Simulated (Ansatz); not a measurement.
Te2Mo⁺. The state is a doublet with charge 1. Geometry PBE0-D4/def2-TZVP.

Cartesian coordinates in Å:
```
Mo -0.5973 0.1334 -0.7519
Te -0.2939 -1.9511 0.5123
Te 0.8912 1.8177 0.2396
```

In the def2 sets Mo, Te take a core potential; there is no spin–orbit coupling. B3LYP takes the VWN-RPA correlation. At LDA (SPW92)/def2-TZVP, PBE-D4/def2-SVP, r2SCAN-D4/def2-TZVP, B3LYP-D4/def2-TZVP and others the charge 1 doublet is spin-contaminated (final ⟨S²⟩ up to 1.85, 0.75 for a pure state). The geometry of the doublet was relaxed on an unsound state (⟨S²⟩ 1.88, where a pure state has 0.75). The structure comes from a short search, and lower isomers may exist.

(1) Estimate the α-spin orbital energies around the gap (eV) in Ansatz with LDA (SPW92)/def2-TZVP, PBE-D4/def2-SVP, r2SCAN-D4/def2-TZVP, B3LYP-D4/def2-TZVP, PBE0-D4/def2-SVP.

Results:

(1) 
| orbital | LDA (SPW92)/def2-TZVP | PBE-D4/def2-SVP | r2SCAN-D4/def2-TZVP | B3LYP-D4/def2-TZVP | PBE0-D4/def2-SVP |
| --- | --- | --- | --- | --- | --- |
| HOMO−5 | -12.48 | -12.37 | -12.69 | -13.23 | -13.63 |
| HOMO−4 | -12.33 | -12.19 | -12.45 | -12.98 | -13.37 |
| HOMO−3 | -11.98 | -11.82 | -12.15 | -12.62 | -13.08 |
| HOMO−2 | -11.85 | -11.69 | -12.00 | -12.47 | -12.94 |
| HOMO−1 | -10.84 | -10.85 | -11.36 | -11.83 | -12.21 |
| HOMO | -10.53 | -10.32 | -10.39 | -10.84 | -10.99 |
| LUMO | -9.99 | -9.80 | -9.68 | -9.28 | -9.13 |
| LUMO+1 | -9.49 | -9.31 | -9.35 | -8.88 | -8.76 |
| LUMO+2 | -9.24 | -9.02 | -8.79 | -8.43 | -8.22 |
| LUMO+3 | -8.34 | -8.16 | -8.09 | -7.68 | -7.57 |
| LUMO+4 | -6.85 | -6.65 | -6.46 | -6.19 | -6.03 |
| LUMO+5 | -5.26 | -5.04 | -4.88 | -4.54 | -4.32 |
| β HOMO | -10.63 | -10.50 | -10.83 | -11.21 | -11.60 |
| β LUMO | -9.46 | -9.15 | -8.36 | -8.14 | -7.67 |
